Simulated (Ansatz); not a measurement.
`C[SiH2][SiH](Cl)Cl` + HCl → `Cl[SiH2][SiH](Cl)Cl` + CH₄ at 400 K and 1 bar (ligand exchange at the Si–C bond).

Calculated with Ansatz (gas phase, PBE0-D4/def2-TZVP geometries, no zero-point term in ΔE). CBS: MP2 limit from def2 TZ/QZ plus the TZ coupled-cluster correction, frozen cores. This one scheme is used for every species. One conformer a species, not always the lowest.

```tsv
species	CCSD(T)/CBS energy (Eh)	H − E (kJ/mol)	S (J/(mol·K))
`C[SiH2][SiH](Cl)Cl`	-1539.48961	213.8	434.4
HCl	-460.38127	29.6	195.4
`Cl[SiH2][SiH](Cl)Cl`	-1959.44429	118.3	425.7
CH₄	-40.46206	131.3	197.2
```

H − E and S are ideal-gas, rigid-rotor, harmonic terms from PBE0-D4/def2-TZVP, for one conformer and one mirror image of each species. 1 Eh = 2625.50 kJ/mol, R = 8.31446 J/(mol·K).

By hand: ΔE, ΔH, ΔS and ΔG.

ΔE = (-1959.44429) + (-40.46206) − (-1539.48961) − (-460.38127) = -0.03547 Eh = -93.1 kJ/mol. Δ(H − E) = 118.3 + 131.3 − 213.8 − 29.6 = 6.2, so ΔH = -86.9 kJ/mol. ΔS = 425.7 + 197.2 − 434.4 − 195.4 = -6.9 J/(mol·K). ΔG = -86.9 − 400 × (-6.9)/1000 = -84.1 kJ/mol.

By hand: the equilibrium constant, and the temperature at which ΔG would vanish if ΔH and ΔS stayed fixed.

log₁₀ K = −ΔG/(RT ln 10) = 11.0. ΔG = 0 at ΔH/ΔS = 12594 K, far beyond where these terms or the molecules hold.

The number of gas molecules stays the same, so ΔS is small and ΔH decides. A doubt of 5 kJ/mol in ΔE shifts log₁₀ K by 0.7 here. Other conformers and mirror images would add mixing entropy, several J/(mol·K) or more a flexible species. Modes under 60 cm⁻¹, often nearly free rotors, make the harmonic entropy too high. These are equilibria of isolated gas molecules and say nothing of rates. Largest T1 diagnostic: 0.010 (customary marks: 0.02 for closed shells, 0.045 for open ones).
